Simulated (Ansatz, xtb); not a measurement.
**C5H3FOS: 9 structures ranked**

9 gas-phase structures of C5H3FOS, from a drawn sample of its isomers (lower ones may exist). Each was relaxed with GFN2-xTB:

A. `O=Cc1csc(F)c1`, a singlet
B. `FC1=CC(=S)C=CO1`, a singlet
C. `O=Cc1cscc1F`, a singlet
D. `FC1=COC=CC1=S`, a singlet
E. `O=C(F)c1ccsc1`, a singlet
F. `O=C(F)c1cccs1`, a singlet
G. `O=C1C=CC=C(F)S1`, a singlet
H. `FC1=CC=COC1=S`, a singlet
I. `O=Cc1sccc1F`, a singlet

**Question.** Make a reasoned guess at their ranking by r2SCAN-D4/def2-SVP single-point energy.

**Answer.** Calculated order at r2SCAN-D4/def2-SVP: F (0.0), E (0.1), G (18.1), I (23.3), C (23.9), A (26.1), B (27.6), H (30.3), D (33.5) kcal/mol. Less than 1 kcal/mol parts F and E; I and C, so the order within those pairs means little.

Energies above the lowest of each column, in kcal/mol; the last columns are at PBE0-D3(BJ)/def2-SVP geometries and were run for some of them only (a dash: not run or not comparable):

```json
{"structure": "F", "GFN2-xTB": "0.5", "HF/STO-3G": "1.4", "r2SCAN-D4/def2-SVP": "0.0", "PBE0-D3(BJ)/def2-SVP": "0.2", "CCSD(T)/def2-SVP + ΔMP2/def2-TZVPP": "0.8"}
{"structure": "E", "GFN2-xTB": "0.0", "HF/STO-3G": "0.0", "r2SCAN-D4/def2-SVP": "0.1", "PBE0-D3(BJ)/def2-SVP": "0.0", "CCSD(T)/def2-SVP + ΔMP2/def2-TZVPP": "0.0"}
{"structure": "G", "GFN2-xTB": "11.9", "HF/STO-3G": "15.9", "r2SCAN-D4/def2-SVP": "18.1", "PBE0-D3(BJ)/def2-SVP": "20.2", "CCSD(T)/def2-SVP + ΔMP2/def2-TZVPP": "23.3"}
{"structure": "I", "GFN2-xTB": "16.7", "HF/STO-3G": "12.2", "r2SCAN-D4/def2-SVP": "23.3", "PBE0-D3(BJ)/def2-SVP": "–", "CCSD(T)/def2-SVP + ΔMP2/def2-TZVPP": "–"}
{"structure": "C", "GFN2-xTB": "15.8", "HF/STO-3G": "10.9", "r2SCAN-D4/def2-SVP": "23.9", "PBE0-D3(BJ)/def2-SVP": "–", "CCSD(T)/def2-SVP + ΔMP2/def2-TZVPP": "–"}
{"structure": "A", "GFN2-xTB": "18.2", "HF/STO-3G": "10.7", "r2SCAN-D4/def2-SVP": "26.1", "PBE0-D3(BJ)/def2-SVP": "–", "CCSD(T)/def2-SVP + ΔMP2/def2-TZVPP": "–"}
{"structure": "B", "GFN2-xTB": "10.0", "HF/STO-3G": "25.4", "r2SCAN-D4/def2-SVP": "27.6", "PBE0-D3(BJ)/def2-SVP": "–", "CCSD(T)/def2-SVP + ΔMP2/def2-TZVPP": "–"}
{"structure": "H", "GFN2-xTB": "12.3", "HF/STO-3G": "26.4", "r2SCAN-D4/def2-SVP": "30.3", "PBE0-D3(BJ)/def2-SVP": "–", "CCSD(T)/def2-SVP + ΔMP2/def2-TZVPP": "–"}
{"structure": "D", "GFN2-xTB": "14.3", "HF/STO-3G": "31.7", "r2SCAN-D4/def2-SVP": "33.5", "PBE0-D3(BJ)/def2-SVP": "–", "CCSD(T)/def2-SVP + ΔMP2/def2-TZVPP": "–"}
```

Every level run on E puts it lowest or level with the lowest. CCSD(T)/def2-SVP + ΔMP2/def2-TZVPP orders those it was run on as E (0.0), F (0.8), G (23.3) kcal/mol. Less than 1 kcal/mol parts E and F, so the order within that pair means little. Some further structures that were screened fall inside this span and aren't listed. Flexible structures stand in one conformer each, not always the lowest. Frequencies (GFN2-xTB) were run for E, F, G alone. ΔMP2 is the change of the MP2 energy from the smaller to the larger basis.

Over these structures GFN2-xTB departs from r2SCAN-D4/def2-SVP by 6.0 kcal/mol on average once a common shift is removed. A GFN2-xTB relaxation took about 0.071 s and the r2SCAN-D4/def2-SVP energy about 1.9 s on a shared host (Ansatz 0.2.0, xtb 6.7.1).
